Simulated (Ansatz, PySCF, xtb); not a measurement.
Reaction R1 → P1 + P2, each structure at its B3LYP-D3(BJ)/def2-TZVP stationary point, reached from a drawn start (curvature not checked).
R1, Cl3HSi (SMILES Cl[SiH](Cl)Cl) (charge 0, multiplicity 1, Z-matrix in Å and degrees):
```
Si
H 1 1.4634
Cl 1 2.0409 2 109.41
Cl 1 2.0409 2 109.41 3 -120.00
Cl 1 2.0409 2 109.41 3 120.00
```
P1: Cl2Si (SMILES Cl[Si]Cl), charge 0, multiplicity 1.
P2, HCl (SMILES Cl) (charge 0, multiplicity 1):
```tsv
atom	x (Å)	y (Å)	z (Å)
Cl	0.0000	0.0000	0.6410
H	0.0000	0.0000	-0.6410
```

P less R. No zero-point or thermal terms.

Correlated levels freeze the cores.

Programs: Ansatz (a first-principles code) with Gaussian orbitals; PySCF for the D3/D4 terms; xtb for the GFN methods. All values are computed, each at the level named.

```csv
level,reaction energy (kJ/mol)
GFN1-xTB,389.5
HF/cc-pV(Q+d)Z,242.8
BLYP-D3(BJ)/def2-TZVPP,208.7
CAM-B3LYP-D3(BJ)/def2-TZVPP,239.7
MP2/cc-pV(D+d)Z,235.7
MP2/cc-pV(Q+d)Z,260.3
SCS-MP2/cc-pV(T+d)Z,243.1
CCSD/cc-pV(T+d)Z,[?]
CCSD(T)/cc-pV(Q+d)Z,[?]
```

Task: Complete the blanks.

Result: 
- CCSD/cc-pV(T+d)Z, reaction energy (kJ/mol): 232.4
- CCSD(T)/cc-pV(Q+d)Z, reaction energy (kJ/mol): 241.7
